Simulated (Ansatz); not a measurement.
Ansatz (an electronic-structure program) input for 1,3-dithiane (C₄H₈S₂), SMILES C1CSCSC1, PBE0-D3(BJ)/def2-SVP. 

Ansatz 0.2 input:
```yaml
crystal:
  periodic: [false, false, false]
  atoms:
    - {symbol: C, position_ang: [-0.27387640, 1.70653262, -0.00000002]}
    - {symbol: C, position_ang: [0.27490035, 1.07698616, -1.28324354]}
    - {symbol: S, position_ang: [-0.23007508, -0.66468006, -1.54300667]}
    - {symbol: C, position_ang: [0.45682130, -1.35670058, 0.00000001]}
    - {symbol: S, position_ang: [-0.23007508, -0.66468004, 1.54300668]}
    - {symbol: C, position_ang: [0.27490035, 1.07698618, 1.28324351]}
    - {symbol: H, position_ang: [-1.38222640, 1.64164676, -0.00000001]}
    - {symbol: H, position_ang: [-0.00355966, 2.78643962, -0.00000002]}
    - {symbol: H, position_ang: [1.38609877, 1.13750701, -1.30539120]}
    - {symbol: H, position_ang: [-0.09977152, 1.61422962, -2.17731540]}
    - {symbol: H, position_ang: [1.56291544, -1.24694067, 0.00000001]}
    - {symbol: H, position_ang: [0.21614493, -2.43768362, 0.00000002]}
    - {symbol: H, position_ang: [-0.09977152, 1.61422965, 2.17731537]}
    - {symbol: H, position_ang: [1.38609877, 1.13750703, 1.30539118]}
basis:
  gaussian:
    orbitals: def2-SVP
hamiltonian:
  xc: pbe0
  dispersion: d3bj
relax: {f_tol: 0.002, max_steps: 200}
```

It prints:

```
WARN ansatz: RAYON_NUM_THREADS=1 ignored (pool sized by the plan → 1); use --threads N
Functional definition: PBE0
integrals: 0.11 GiB planned
1454 factors; integrals over basis functions are off by at most 4.2e-4 eV
mean field: 0.70 GiB planned
mean field evaluation 1: about -25920.6820 eV, gradient 5.0e1 eV
mean field evaluation 2: about -25916.1757 eV, gradient 6.5e1 eV
mean field evaluation 4: about -25926.8137 eV, gradient 1.0e0 eV
mean field evaluation 8: about -25926.8534 eV, gradient 2.7e-2 eV
mean field evaluation 16: about -25926.8534 eV, gradient 1.5e-5 eV
mean field -25926.85343713 eV, -952.7942899621 hartree, gradient 1.5e-5 eV, S^2 0.000000; 0 other end points of the search recorded, 0 dependent functions left out
the calculation of the forces begins
reference -25926.85346319 eV, -952.7942909198 hartree; 32, 32 occupied and 100, 100 virtual orbitals, 1454 factors
relax step   1: F+E_penalty+E_count = -25927.22725600 eV  Δ(F+E_penalty+E_count) = +0.000e0 eV  max|allowed force component| = 3.916e-1 eV/Å  Δτ_max = 0.0000 Å  (28 SCF iters, accepted)
these checks for a lower state are left out or cut short: starts, cluster_reference, orbital_swaps, neighbouring_geometries, increment
integrals: 0.11 GiB planned
1454 factors; integrals over basis functions are off by at most 4.1e-4 eV
mean field: 0.71 GiB planned
mean field -25926.87241822 eV, -952.7949875043 hartree, gradient 1.1e-5 eV, S^2 0.000000; 0 other end points of the search recorded, 0 dependent functions left out
the calculation of the forces begins
reference -25926.87244421 eV, -952.7949884594 hartree; 32, 32 occupied and 100, 100 virtual orbitals, 1454 factors
relax step   2: F+E_penalty+E_count = -25927.24781738 eV  Δ(F+E_penalty+E_count) = -2.056e-2 eV  max|allowed force component| = 1.274e-1 eV/Å  Δτ_max = 0.0146 Å  (31 SCF iters, accepted)
these checks for a lower state are left out or cut short: starts, cluster_reference, orbital_swaps, neighbouring_geometries, increment
integrals: 0.11 GiB planned
1454 factors; integrals over basis functions are off by at most 4.0e-4 eV
mean field: 0.71 GiB planned
mean field evaluation 32: about -25926.8750 eV, gradient 1.1e-5 eV
mean field -25926.87499431 eV, -952.7950821737 hartree, gradient 1.1e-5 eV, S^2 0.000000; 0 other end points of the search recorded, 0 dependent functions left out
the calculation of the forces begins
reference -25926.87502022 eV, -952.7950831259 hartree; 32, 32 occupied and 100, 100 virtual orbitals, 1454 factors
relax step   3: F+E_penalty+E_count = -25927.25121148 eV  Δ(F+E_penalty+E_count) = -3.394e-3 eV  max|allowed force component| = 4.670e-2 eV/Å  Δτ_max = 0.0142 Å  (32 SCF iters, accepted)
these checks for a lower state are left out or cut short: starts, cluster_reference, orbital_swaps, neighbouring_geometries, increment
integrals: 0.11 GiB planned
1454 factors; integrals over basis functions are off by at most 4.0e-4 eV
mean field: 0.71 GiB planned
mean field -25926.87530827 eV, -952.7950937116 hartree, gradient 1.6e-5 eV, S^2 0.000000; 0 other end points of the search recorded, 0 dependent functions left out
the calculation of the forces begins
reference -25926.87533419 eV, -952.7950946643 hartree; 32, 32 occupied and 100, 100 virtual orbitals, 1454 factors
relax step   4: F+E_penalty+E_count = -25927.25145250 eV  Δ(F+E_penalty+E_count) = -2.410e-4 eV  max|allowed force component| = 2.290e-2 eV/Å  Δτ_max = 0.0058 Å  (25 SCF iters, accepted)
these checks for a lower state are left out or cut short: starts, cluster_reference, orbital_swaps, neighbouring_geometries, increment
integrals: 0.11 GiB planned
1454 factors; integrals over basis functions are off by at most 4.0e-4 eV
mean field: 0.71 GiB planned
mean field -25926.87535276 eV, -952.7950953465 hartree, gradient 5.0e-5 eV, S^2 0.000000; 0 other end points of the search recorded, 0 dependent functions left out
the calculation of the forces begins
reference -25926.87537868 eV, -952.7950962993 hartree; 32, 32 occupied and 100, 100 virtual orbitals, 1454 factors
relax step   5: F+E_penalty+E_count = -25927.25148616 eV  Δ(F+E_penalty+E_count) = -3.366e-5 eV  max|allowed force component| = 6.473e-3 eV/Å  Δτ_max = 0.0008 Å  (21 SCF iters, accepted)
these checks for a lower state are left out or cut short: starts, cluster_reference, orbital_swaps, neighbouring_geometries, increment
integrals: 0.11 GiB planned
1454 factors; integrals over basis functions are off by at most 4.0e-4 eV
mean field: 0.71 GiB planned
mean field -25926.87536884 eV, -952.7950959374 hartree, gradient 2.2e-5 eV, S^2 0.000000; 0 other end points of the search recorded, 0 dependent functions left out
the calculation of the forces begins
reference -25926.87539476 eV, -952.7950968902 hartree; 32, 32 occupied and 100, 100 virtual orbitals, 1454 factors
relax step   6: F+E_penalty+E_count = -25927.25148915 eV  Δ(F+E_penalty+E_count) = -2.996e-6 eV  max|allowed force component| = 1.202e-3 eV/Å  Δτ_max = 0.0006 Å  (19 SCF iters, accepted)
integrals: 0.11 GiB planned
1454 factors; integrals over basis functions are off by at most 4.0e-4 eV
mean field: 0.71 GiB planned
mean field evaluation 64: about -25926.8754 eV, gradient 1.1e-4 eV
mean field -25926.87536884 eV, -952.7950959374 hartree, gradient 2.2e-5 eV, S^2 0.000000; 1 other end points of the search recorded, 0 dependent functions left out
the calculation of the forces begins
reference -25926.87539476 eV, -952.7950968902 hartree; 32, 32 occupied and 100, 100 virtual orbitals, 1454 factors
Total energy: -25927.25151508 eV, -952.8089190568 hartree
Atom 0 at    -0.270384     1.700217    -0.000000 Å, force    -0.000832     0.000735     0.000000 eV/Å
Atom 1 at     0.275238     1.073223    -1.275101 Å, force     0.000171    -0.001202    -0.000936 eV/Å
Atom 2 at    -0.221984    -0.654291    -1.527463 Å, force     0.000164     0.000527     0.000398 eV/Å
Atom 3 at     0.456757    -1.345567     0.000000 Å, force    -0.000037     0.000001     0.000000 eV/Å
Atom 4 at    -0.221984    -0.654291     1.527463 Å, force     0.000164     0.000527    -0.000398 eV/Å
Atom 5 at     0.275238     1.073223     1.275101 Å, force     0.000171    -0.001202     0.000936 eV/Å
Atom 6 at    -1.370381     1.633892    -0.000000 Å, force     0.000395    -0.000041     0.000000 eV/Å
Atom 7 at    -0.004066     2.772163    -0.000000 Å, force     0.000430    -0.000421    -0.000000 eV/Å
Atom 8 at     1.377399     1.138305    -1.300849 Å, force    -0.000350     0.000574     0.000095 eV/Å
Atom 9 at    -0.100352     1.606247    -2.161261 Å, force     0.000077     0.000194     0.000168 eV/Å
Atom 10 at     1.555524    -1.249219     0.000000 Å, force    -0.000377    -0.000432     0.000000 eV/Å
Atom 11 at     0.210472    -2.417074     0.000000 Å, force     0.000297    -0.000028    -0.000000 eV/Å
Atom 12 at    -0.100352     1.606247     2.161261 Å, force     0.000077     0.000194    -0.000168 eV/Å
Atom 13 at     1.377399     1.138305     1.300849 Å, force    -0.000350     0.000574    -0.000095 eV/Å
Dipole moment:     0.278614     0.344930     0.000000 e Å
```

The calculation finished and met its thresholds.
